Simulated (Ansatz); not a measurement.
System: sum formula H5SiO3 (charge +1, singlet). It need not be the lowest isomer of its formula. 
Structure (B3LYP-D3(BJ)/def2-TZVP (Ansatz, a first-principles code) minimum search):
SMILES: O[SiH]([OH2+])O
```xyz
9

Si     0.0601    -0.2683     0.3617
O     -0.6942     1.3420     0.0134
O     -0.8744    -1.1022    -0.6321
O      1.5321     0.1375    -0.1122
H     -0.1230    -0.5107     1.7874
H     -0.1181     2.0998    -0.1912
H     -1.1499    -2.0195    -0.5388
H      2.3662    -0.2083     0.2207
H     -1.5240     1.3756    -0.4949
```
Charge +1, spin multiplicity 1.

Basis-set convergence of Hartree-Fock and CCSD(T) correlation energies (hartree) with Ansatz. Correlated levels leave the core frozen unless marked. No spin-orbit coupling. Non-relativistic.

```csv
basis,functions,E(HF),"E(corr, CCSD(T))"
cc-pV(D+d)Z,90,-516.32916,-0.69825
cc-pV(T+d)Z,199,-516.44072,-0.88618
cc-pV(Q+d)Z,379,-516.46418,-0.94991
```

Extrapolating the two largest sets (X = 3 and 4) as X^-3: E(corr) = (64·(-0.94991) - 27·(-0.88618))/37 = -0.9964 Eh, an estimate of the basis-set limit. The largest set recovers 95.3 % of it, the smallest 70.1 %.
